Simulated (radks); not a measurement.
These are the eigenvalues of the occupied orbitals of an atom or ion with whole-number occupations (eV). Method: scalar-relativistic Kohn-Sham, BLYP, spin-polarised, spherical densities, finite nucleus; Fermi nuclear charge, rms radius of each element as measured or else 0.836 A^(1/3) + 0.57 fm; computed with a radial shooting solver on a logarithmic mesh with Libxc functionals.

orbital  eigenvalue
1s down   -24194.78
1s up     -24194.78
2s up     -3554.447
2s down   -3554.094
2p up     -3189.769
2p down   -3189.501
3s up     -661.3919
3s down   -661.2120
3p up     -541.5676
3p down   -541.3630
3d up     -351.1636
3d down   -350.8463
4s up     -111.0360
4s down   -109.5814
4p up      -76.6516
4p down    -75.1492
4d up      -27.8696
4d down    -26.4598

Which element is it, and in what charge state? The configuration may be excited. Open shells, if any, are filled with parallel spins first.

Answer. Z = 46, palladium, charge +2: Pd2+ in [Kr] 4d8. The list shows which subshells hold electrons but not how many an open one holds; the 1s level, -889.14 hartree, gives Z - s = 42.2 by -(Z - s)^2/2, which with screening and relativity narrows Z to a few neighbours, and the depths of the outer levels then fix element, charge and occupations together.
